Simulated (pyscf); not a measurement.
# [F–Al–F]•, doublet

Gas-phase minimum from PySCF at ωB97X-D3(BJ)/def2-SVP, one conformer. 

```xyz
3

F      0.7262     0.1219     1.1526
Al    -0.8855    -0.2198     0.9070
F     -1.3020    -1.2726    -0.3149
```
Charge 0, spin multiplicity 2.

Bonded distances (Å): F1–Al2 1.666, Al2–F3 1.666. Bond angles (°): F1–Al2–F3 118.7.

Properties at ωB97X-D3(BJ)/def2-SVP:

```json
{
 "harmonic_wavenumbers_unscaled": "239, 777, 934 cm⁻¹",
 "zero_point_energy": "2.8 kcal/mol",
 "rotational_symmetry_number": "2",
 "Entropy of this conformer at 298 K and 1 atm, rigid rotor and harmonic oscillator, modes under 100 cm⁻¹ raised to 100": "265.3 J/(mol K)",
 "dipole_moment": "1.91 D",
 "Spin expectation value S2": "0.751"
}
```

Single-point totals, which compare only within one level (frozen core for MP2 and CC):

```
level                   total energy (hartree)
----------------------  ----------------------
ωB97X-D3(BJ)/def2-TZVP              -442.34485
PBE/def2-TZVP                       -442.00032
r²SCAN/def2-TZVP                    -442.21872
B3LYP-D3(BJ)/def2-TZVP              -442.34918
PBE0-D3(BJ)/def2-TZVP               -442.01891
M06-2X/def2-TZVP                    -442.24017
ωB97M-D3(BJ)/def2-TZVP              -442.39363
UHF/def2-TZVPP                      -441.01960
MP2/def2-TZVPP                      -441.57683
CCSD/def2-TZVPP                     -441.57623
CCSD(T)/def2-TZVPP                  -441.59221
```

The CCSD(T) − MP2 part came from Ansatz, without density fitting, on the same reference.
